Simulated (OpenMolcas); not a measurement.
**V2+: moving or changing the point charges**

V2+ among 6 point charges of -2.2 e arranged as a trigonal prism (D3h), 2 Å from the ion, with a polar angle of 50.1° against the regular 49.1°. The active orbitals were held to one l.

| Quantity | Value |
| --- | --- |
| Program | OpenMolcas 26.06 |
| Method | CASSCF |
| Basis | ANO-RCC-VDZP [5s4p2d1f] |
| Scalar Hamiltonian | DKH2, point nucleus |
| Active space | 3 electrons in 5 orbitals (3d) |
| State averaging | 2S+1 = 4 even, 10 roots; 2S+1 = 2 even, 40 roots |
| Spin-orbit coupling | state interaction with AMFI integrals over the reference wave functions |

Runs around this geometry, states (labels of D3, the rotations of D3h). Energies in cm-1 above the lowest state or level, χT in cm3 K/mol.

```tsv
R (Å)	q (e)	Polar angle / regular	Ground state	First state of that spin	First gap with spin-orbit (degeneracies)	χT at 300 K	First state of another spin
2	-1.1	1.02	4A2	4E 2612	20.0 (2, 2)	1.778	2E 15179
1.81	-2.2	1.02	4A2	4E 8558	6.2 (2, 2)	1.857	2E 13148
2	-2.2	1.02	4A2	4E 5611	9.7 (2, 2)	1.835	2E 14325
2.18	-2.2	1.02	4A2	4E 3767	14.2 (2, 2)	1.809	2E 14870
2	-2.2	1.1	4A2	2855	12.8 (2, 2)	1.820	2E 12277
```

Taking the first state of the same spin as R^-n, n = -ln(3767 / 8558) / ln(2.18 / 1.81) = 4.4 between the shortest and longest distance.

Scaling the charges by -1.1 / -2.2 = 0.50 scales the first state of the same spin by 2612 / 5611 = 0.47; with fixed orbitals a first-order splitting would follow the charge.

Without dynamic correlation the repulsion within the d shell is too large (B by tens of per cent), so at a given field states of lower spin stand too high. Point charges carry no covalency, so the field is a model and not that of real ligands. An unlabelled pair can be two single states that coincide in this model. No measured value stands beside these numbers.
